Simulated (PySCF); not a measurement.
Bonds (- single, = double, # triple, : aromatic): C1-C2, C2-C3, C2-C4, C2-Si5, Si5-O6, Si5-C7, C7-C8, C8-C9, C9-C7. C1 carries H10, H11, H12; C3 carries H13, H14, H15; C4 carries H16, H17, H18; Si5 carries H19; O6 carries H20; C7 carries H21; C8 carries H22, H23; C9 carries H24, H25. Stereochemistry as in CC(C)(C)[Si@@H](O)C1CC1. H22, H24 are cis to Si5 on the ring; H23, H25 are trans to Si5 on the ring.

PySCF 2.14 calculation with NMR shieldings at CAM-B3LYP/pcSseg-1/GIAO and geometry from PBE0-D3(BJ)/def2-SVP; in vacuum, one averaged value for each set of equivalent atoms, relativity neglected, one conformer.

Problem. Predict the 2D correlation tables (HSQC, COSY, HMBC).

Solution. 

HSQC (one-bond C–H):
| δH | δC |
| --- | --- |
| 1.04 (H10/H11/H12/H13/H14/H15/H16/H17/H18) | 26.4 (C1/C3/C4) |
| 0.59 (H25) | 1.1 (C9) |
| 0.57 (H23) | 0.5 (C8) |
| 0.18 (H22) | 0.5 (C8) |
| 0.18 (H24) | 1.1 (C9) |
| -0.45 (H21) | -6.0 (C7) |

COSY cross peaks (H two or three bonds apart, from the bond graph; peaks can be absent where the dihedral angle is near 90°):
| δH | δH |
| --- | --- |
| 3.74 (H19) | -0.45 (H21) |
| 0.59 (H25) | 0.57 (H23) |
| 0.59 (H25) | 0.18 (H22) |
| 0.59 (H25) | 0.18 (H24) |
| 0.59 (H25) | -0.45 (H21) |
| 0.57 (H23) | 0.18 (H22) |
| 0.57 (H23) | 0.18 (H24) |
| 0.57 (H23) | -0.45 (H21) |
| 0.18 (H22) | 0.18 (H24) |
| 0.18 (H22) | -0.45 (H21) |
| 0.18 (H24) | -0.45 (H21) |

HMBC (two and three bonds, from the bond graph):
| δH | δC |
| --- | --- |
| 3.74 (H19) | 26.4 (C1/C3/C4), 18.7 (C2), 1.1 (C9), 0.5 (C8), -6.0 (C7) |
| 1.04 (H10/H11/H12/H13/H14/H15/H16/H17/H18) | 26.4 (C1/C3/C4), 18.7 (C2) |
| 0.59 (H25) | 0.5 (C8), -6.0 (C7) |
| 0.57 (H23) | 1.1 (C9), -6.0 (C7) |
| 0.18 (H22) | 1.1 (C9), -6.0 (C7) |
| 0.18 (H24) | 0.5 (C8), -6.0 (C7) |
| -0.45 (H21) | 18.7 (C2), 1.1 (C9), 0.5 (C8) |

Chemical shifts δ = σref − σ; TMS for ¹H (31.33 ppm) and ¹³C (182.45 ppm), all at this level.

Short H···H contacts in this conformer between protons four or more bonds apart (candidates for NOE cross peaks, intensity ∝ r⁻⁶): H15···H21 2.66 Å, H19···H22 2.78 Å.

OH and NH positions are those of a molecule without intermolecular hydrogen bonds; in solution they move with solvent, concentration and temperature, and exchange usually removes their couplings. Shifts are as computed, not scaled to solution data. Of 1211 compounds with measured shifts, 218 miss one by over three times the rms of a fit or turn the order of signals round; such compounds aren't used in these exercises.
